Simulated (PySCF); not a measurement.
Compound: C7H11ClSi.
Structure used (GFN2-xTB), in Å, numbered top down from 1:
```xyz
20
C7H11ClSi angstrom
C      3.2028   -0.7840    0.7030
C      2.3132   -0.6188   -0.0891
Si     0.9110   -0.3780   -1.2709
C      0.2334    1.3915   -1.1009
C     -0.4704    1.5723    0.2439
C     -1.6060    0.5726    0.4564
C     -1.1217   -0.8655    0.6496
C     -0.5534   -1.4366   -0.6392
Cl    -0.0142   -3.1284   -0.3615
H      3.9848   -0.9296    1.3919
H      1.2919   -0.7507   -2.6349
H     -0.4745    1.6023   -1.9045
H      1.0335    2.1260   -1.1910
H     -0.8778    2.5854    0.3043
H      0.2574    1.4620    1.0511
H     -2.2897    0.6133   -0.3959
H     -2.1705    0.8662    1.3444
H     -0.3519   -0.8887    1.4248
H     -1.9560   -1.4850    0.9907
H     -1.3471   -1.5155   -1.3850
```

Definitions: NICS(0) = −σiso at the ring centroid; NICS(1) = −σiso and NICS(1)zz = −σzz at ±1 Å along the ring normal z. Level: GIAO PBE0/pcSseg-1 (PySCF, non-relativistic, gas phase) on the GFN2-xTB geometry, one conformer.

Ring bond lengths (Å), with Mayer bond orders in brackets: Si3–C4 1.902 (0.90), C4–C5 1.529 (1.04), C5–C6 1.528 (1.03), C6–C7 1.530 (1.03), C7–C8 1.520 (0.99), C8–Si3 1.914 (0.80).

Problem. Give the NICS values of each ring in ppm.

Solution. 
```csv
ring,type,NICS(0),"NICS(1), two faces","NICS(1)zz, two faces",rms pucker (Å),"centre to ring atoms, mean (Å)"
Si3–C4–C5–C6–C7–C8,6-membered ring with Si; formal bonds all single,-2.8,-3.1 / -1.9,2.4 / 3.5,0.25,1.59
```

Problem. What do they say, and how far can they be read as aromaticity?

Solution. 
- Si3–C4–C5–C6–C7–C8: mean NICS(1)zz 2.9 ppm, near zero. Si3, C4, C5, C6, C7, C8 have four or more neighbours, and the NICS criterion for π rings isn't applied.

The run took 88 s wall on one thread of an Arm Neoverse N1, shared host, and the process peaked at 1.1 GiB of memory. This is the whole shielding run at PBE0/pcSseg-1, SCF included.
